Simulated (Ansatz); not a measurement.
C2H7BO (`CBCO`) at its PBE0-D4/def2-TZVP geometry, where that method's forces vanish. The species carries charge 0 and has multiplicity 1.

```xyz
11

C    -0.0818    0.2894   -1.5783
B     0.3849   -0.2513   -0.1963
C    -0.3612    0.0966    1.1206
O     0.1276   -0.4326    2.3376
H    -0.2697   -0.5487   -2.2603
H    -0.9704    0.9238   -1.5532
H     0.7346    0.8513   -2.0484
H     1.3584   -0.9634   -0.1428
H    -1.4167   -0.2012    0.9903
H    -0.4086    1.1975    1.1933
H     0.9029   -0.9612    2.1376
```

Q: What forces (eV/Å) does B3LYP-D4/def2-TZVPP give on these atoms in Ansatz? (Estimate.)

A: Ansatz gave: 
```
C1  -0.004  0.015 -0.072
B2   0.136 -0.097  0.004
C3  -0.218  0.198 -0.293
O4   0.131 -0.131  0.255
H5  -0.005  0.036  0.016
H6   0.038 -0.026 -0.012
H7  -0.038 -0.010  0.008
H8  -0.100  0.072 -0.004
H9   0.035  0.016  0.020
H10 -0.006 -0.042  0.012
H11  0.032 -0.033  0.066
```

B3LYP here is the variant with VWN-RPA as its local correlation; programs differ in this.
